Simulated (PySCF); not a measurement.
SiEt(NHEt)3, C8H23N3Si.
SMILES: `CCN[Si](CC)(NCC)NCC`

Computed with PySCF, TDDFT B3LYP/def2-SVPD, vertical, gas phase, core orbitals frozen in the response. The structure is a single PBE0-D3(BJ)/def2-SVP conformer in the gas phase; no vibrational or solvent corrections.

```
state  E (eV)  λ (nm)  ν̃ (cm⁻¹)       f     main configurations (H = HOMO, L = LUMO)
   S1    5.33   232.6      42990   0.019                                    H→L (94%)
   S2    5.58   222.2      45010   0.011                                  H-1→L (89%)
   S3    5.81   213.4      46850   0.029         H→L+1 (66%), H-2→L (12%), H→L+3 (9%)
   S4    5.89   210.5      47510  0.0091                                  H→L+2 (84%)
   S5    6.02   206.0      48550   0.014        H→L+3 (67%), H→L+1 (13%), H→L+2 (10%)
   S6    6.10   203.2      49200  0.0081                 H-1→L+2 (50%), H-1→L+1 (35%)
   S7    6.19   200.3      49940   0.013  H-1→L+1 (49%), H-1→L+2 (30%), H-1→L+3 (13%)
   S8    6.23   198.9      50270   0.015      H-2→L (67%), H-1→L+3 (11%), H→L+3 (10%)
   S9    6.31   196.6      50870  0.0006     H-1→L+3 (69%), H-1→L+2 (12%), H-2→L (8%)
  S10    6.43   192.7      51890   0.019                     H→L+4 (64%), H→L+6 (10%)
```

Triplets, Tamm–Dancoff:

```csv
state,E (eV),λ (nm),"main configurations (H = HOMO, L = LUMO)"
T1,5.22,237.6,H→L (88%)
T2,5.45,227.7,H-1→L (82%)
T3,5.64,219.8,"H→L+1 (54%), H-2→L (17%), H→L+3 (10%)"
T4,5.81,213.3,"H→L+2 (68%), H→L+1 (13%)"
```

The lowest singlet comes at 233 nm (514 kJ/mol) in the ultraviolet; it is weak; its leading configuration is HOMO→LUMO (94%). The strongest level in the table is S3 at 5.81 eV (213 nm, f = 0.029). Löwdin shares by element: HOMO nitrogen 67% or more, carbon 10% or more (atoms not listed hold the other 24%); LUMO carbon 13% or more, silicon 9%, hydrogen 6% or more (atoms not listed hold the other 73%). Orbital energies (eV): HOMO-3 -8.07, HOMO-2 -6.74, HOMO-1 -6.18, HOMO -5.93, LUMO 0.22, LUMO+1 0.69, LUMO+2 0.74. The oscillator strengths of these states sum to 0.137; summed over the whole spectrum of an exact calculation they would give the number of electrons, 106 (Thomas–Reiche–Kuhn). The listed states span 1.10 eV, and the widest gap between neighbours is 0.25 eV (S1 to S2). The window holds the lowest 10 singlets.

Hardware: 2 threads of an Intel Xeon 6975P-C, no GPU, shared host. Cost: 2.9 min wall, 6.3 min CPU (grids of density and orbitals included), 2.7 GiB resident at most.

Without π bonds the low states are Rydberg-like; a valence basis with one diffuse set may place them up to an eV too high.
